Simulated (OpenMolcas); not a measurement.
V4+, Nb4+, Ta4+: d down the group

* Program: OpenMolcas
* Method: SS-CASPT2, IPEA 0.25 Eh, imaginary shift 0.1 Eh
* Basis: ANO-R2
* Scalar Hamiltonian: X2C, finite nucleus
* Spin-orbit coupling: state interaction with AMFI integrals over the reference wave functions, term energies averaged over their components

Active space for each ion: 1 electron in 5 orbitals (d); closed shells correlated by CASPT2: V4+ 3s 3p; Nb4+ 4s 4p; Ta4+ 5s 5p.

Computed levels in cm-1 above 2D 3/2:

```tsv
Level	V4+	Nb4+	Ta4+
2D 5/2	588	1810	7230
weight of 2D in the lowest level (%)	100	100	100
```

Measured, with the error of the calculation in %. Measured levels: V4+ from Sugar and Corliss, J. Phys. Chem. Ref. Data 7, 1191 (1978); Nb4+ from Moore, Atomic Energy Levels, vol. II, NSRDS-NBS 35 (1971 reprint of NBS Circular 467, 1952).

| Level | V4+ | Nb4+ |
| --- | --- | --- |
| 2D 5/2 | 625 (-5.8) | 1870 (-3.2) |

The fine-structure level 2D 5/2 changes by a factor of 12.3 from V4+ to Ta4+.

Term energies are means over components that CASPT2 splits; among the terms shown or strongly mixed into the levels shown the widest spread is 17 cm-1 (3d 2D, V4+). With one active electron, CASPT2 adds the correlation within the correlated inactive shells and between them and that electron, and leaves the splitting within a term as the reference gives it. Computed and measured levels are paired by configuration, term and J; levels that our copy of the source lacks, or whose pairing is in doubt (as where it misses far off the trend of its configuration), stay unpaired and out of the deviations. Levels of configurations outside the active space are missing.
